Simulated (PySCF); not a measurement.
BrZn (SMILES [Zn+][Br]), charge +1, singlet, geometry from GFN2-xTB (such geometries of metal compounds can be far from the true shape); PySCF with B3LYP/6-31G*.

Here is a job for PySCF.
```python
from pyscf import gto, scf, dft

mol = gto.Mole()
mol.atom = '''
    Zn   -0.00000000   -0.00000000   -1.16683428
    Br    0.00000000    0.00000000    1.00014367
'''
mol.basis = '6-31g*'
mol.charge = 1
mol.verbose = 4
mol.build()

mf = dft.RKS(mol)
mf.xc = 'b3lyp'
mf.DIIS = scf.EDIIS
mf.kernel()
```

### Question
Predict the main parts of the log of this PySCF run.

### Answer

```
PySCF version 2.14.0

[INPUT] verbose = 4
[INPUT] num. atoms = 2
[INPUT] num. electrons = 64
[INPUT] charge = 1
[INPUT] spin (= nelec alpha-beta = 2S) = 0
[INPUT] symmetry False subgroup None
[INPUT] Mole.unit = angstrom
[INPUT] Symbol           X                Y                Z      unit          X                Y                Z       unit  Magmom
[...]
nuclear repulsion = 256.410579289005
number of shells = 24
number of NR pGTOs = 192
number of NR cGTOs = 66
basis = 6-31g*
ecp = {}

******** <class 'pyscf.dft.rks.RKS'> ********
method = RKS
initial guess = minao
damping factor = 0
level_shift factor = 0
DIIS = <class 'pyscf.scf.diis.EDIIS'>
diis_start_cycle = 1
diis_space = 8
diis_damp = 0
SCF conv_tol = 1e-09
SCF conv_tol_grad = None
SCF max_cycles = 50
direct_scf = True
direct_scf_tol = 1e-13
XC library pyscf.dft.libxc version 7.1.2
    S. Lehtola, C. Steigemann, M. J. T. Oliveira, and M. A. L. Marques,  SoftwareX 7, 1–5 (2018)
XC functionals = b3lyp
    P. J. Stephens, F. J. Devlin, C. F. Chabalowski, and M. J. Frisch,  J. Phys. Chem. 98, 11623 (1994)
radial grids:
    Treutler-Ahlrichs [JCP 102, 346 (1995); DOI:10.1063/1.469408] (M4) radial grids

becke partition: Becke, JCP 88, 2547 (1988); DOI:10.1063/1.454033
pruning grids: <function nwchem_prune>
grids dens level: 3
symmetrized grids: False
atomic radii adjust function: <function treutler_atomic_radii_adjust>
small_rho_cutoff = 0
Set gradient conv threshold to 3.16228e-05
Initial guess from minao.
tot grids = 41064
init E= -4351.72374796865
[...]
cycle= 1 E= -4352.63393768632  delta_E= -0.91  |g|= 0.344  |ddm|= 1.61
[...]
cycle= 2 E= -4352.46545613239  delta_E= 0.168  |g|= 0.782  |ddm|= 1.69
[...]
cycle= 3 E= -4352.65859445079  delta_E= -0.193  |g|= 0.295  |ddm|= 1.49
[...]
cycle= 4 E= -4352.65859442942  delta_E= 2.14e-08  |g|= 0.295  |ddm|= 1.82e-07
[...]
cycle= 5 E= -4352.65859444662  delta_E= -1.72e-08  |g|= 0.295  |ddm|= 1.46e-07
[...]
cycle= 6 E= -4352.65859444526  delta_E= 1.37e-09  |g|= 0.295  |ddm|= 1.16e-08
[...]
cycle= 7 E= -4352.65859444578  delta_E= -5.2e-10  |g|= 0.295  |ddm|= 4.45e-09
[...]
cycle= 8 E= -4352.65859444555  delta_E= 2.26e-10  |g|= 0.295  |ddm|= 1.86e-09
[...]
cycle= 9 E= -4352.65859447228  delta_E= -2.67e-08  |g|= 0.295  |ddm|= 2.27e-07
[...]
cycle= 10 E= -4352.65729597379  delta_E= 0.0013  |g|= 0.285  |ddm|= 0.0881
[...]
cycle= 11 E= -4352.55615370922  delta_E= 0.101  |g|= 0.634  |ddm|= 1.26
[...]
cycle= 12 E= -4352.6719409718  delta_E= -0.116  |g|= 0.203  |ddm|= 1.14
[...]
cycle= 13 E= -4352.67194096383  delta_E= 7.97e-09  |g|= 0.203  |ddm|= 2.18e-07
[...]
cycle= 14 E= -4352.67194095541  delta_E= 8.42e-09  |g|= 0.203  |ddm|= 1.53e-07
[...]
cycle= 15 E= -4352.67194095501  delta_E= 4.06e-10  |g|= 0.203  |ddm|= 5.12e-08
[...]
cycle= 16 E= -4352.67194095501  delta_E= -3.64e-12  |g|= 0.203  |ddm|= 1.01e-07
[...]
cycle= 17 E= -4352.67194094787  delta_E= 7.14e-09  |g|= 0.203  |ddm|= 3.75e-07
[...]
cycle= 18 E= -4352.67192727689  delta_E= 1.37e-05  |g|= 0.203  |ddm|= 0.000593
[...]
cycle= 19 E= -4352.66622072677  delta_E= 0.00571  |g|= 0.247  |ddm|= 0.0687
[...]
cycle= 20 E= -4352.63048510946  delta_E= 0.0357  |g|= 0.411  |ddm|= 0.916
[...]
cycle= 21 E= -4352.68114496532  delta_E= -0.0507  |g|= 0.103  |ddm|= 0.725
[...]
cycle= 22 E= -4352.68114495945  delta_E= 5.88e-09  |g|= 0.103  |ddm|= 1.39e-07
[...]
cycle= 23 E= -4352.6811449563  delta_E= 3.15e-09  |g|= 0.103  |ddm|= 7.46e-08
[...]
cycle= 24 E= -4352.68114495814  delta_E= -1.84e-09  |g|= 0.103  |ddm|= 4.36e-08
[...]
cycle= 25 E= -4352.68114496333  delta_E= -5.19e-09  |g|= 0.103  |ddm|= 1.22e-07
[...]
cycle= 26 E= -4352.68114495952  delta_E= 3.81e-09  |g|= 0.103  |ddm|= 8.96e-08
[...]
cycle= 27 E= -4352.68114495878  delta_E= 7.47e-10  |g|= 0.103  |ddm|= 1.76e-08
[...]
cycle= 28 E= -4352.67523487007  delta_E= 0.00591  |g|= 0.183  |ddm|= 0.102
[...]
cycle= 29 E= -4352.67236837271  delta_E= 0.00287  |g|= 0.19  |ddm|= 0.528
[...]
cycle= 30 E= -4352.68420761578  delta_E= -0.0118  |g|= 0.0591  |ddm|= 0.312
[...]
cycle= 31 E= -4352.68420761586  delta_E= -7.64e-11  |g|= 0.0591  |ddm|= 1.24e-08
[...]
cycle= 32 E= -4352.68420761578  delta_E= 8.09e-11  |g|= 0.0591  |ddm|= 1.33e-08
[...]
cycle= 33 E= -4352.68420761966  delta_E= -3.89e-09  |g|= 0.0591  |ddm|= 6.66e-07
[...]
cycle= 34 E= -4352.684207615  delta_E= 4.66e-09  |g|= 0.0591  |ddm|= 8e-07
[...]
cycle= 35 E= -4352.68420761247  delta_E= 2.53e-09  |g|= 0.0591  |ddm|= 4.34e-07
[...]
cycle= 36 E= -4352.68420761587  delta_E= -3.4e-09  |g|= 0.0591  |ddm|= 5.84e-07
[...]
cycle= 37 E= -4352.68117146383  delta_E= 0.00304  |g|= 0.116  |ddm|= 0.126
[...]
cycle= 38 E= -4352.68260927928  delta_E= -0.00144  |g|= 0.0769  |ddm|= 0.262
[...]
cycle= 39 E= -4352.68434752354  delta_E= -0.00174  |g|= 0.0526  |ddm|= 0.105
[...]
cycle= 40 E= -4352.6843475225  delta_E= 1.04e-09  |g|= 0.0526  |ddm|= 1.58e-07
[...]
cycle= 41 E= -4352.68434752269  delta_E= -1.93e-10  |g|= 0.0526  |ddm|= 2.92e-08
[...]
cycle= 42 E= -4352.68434752245  delta_E= 2.46e-10  |g|= 0.0526  |ddm|= 3.77e-08
[...]
cycle= 43 E= -4352.68434752265  delta_E= -2.08e-10  |g|= 0.0526  |ddm|= 3.19e-08
[...]
cycle= 44 E= -4352.68434752298  delta_E= -3.27e-10  |g|= 0.0526  |ddm|= 4.97e-08
[...]
cycle= 45 E= -4352.68434752284  delta_E= 1.42e-10  |g|= 0.0526  |ddm|= 2.32e-08
[...]
cycle= 46 E= -4352.68335670506  delta_E= 0.000991  |g|= 0.0754  |ddm|= 0.105
[...]
cycle= 47 E= -4352.68430220227  delta_E= -0.000945  |g|= 0.0308  |ddm|= 0.131
[...]
cycle= 48 E= -4352.6844931871  delta_E= -0.000191  |g|= 0.028  |ddm|= 0.0264
[...]
cycle= 49 E= -4352.68449318607  delta_E= 1.04e-09  |g|= 0.028  |ddm|= 1.08e-07
[...]
cycle= 50 E= -4352.68449318593  delta_E= 1.36e-10  |g|= 0.028  |ddm|= 1.74e-08
SCF not converged.
SCF energy = -4352.68449318593
```

Convergence was not reached.
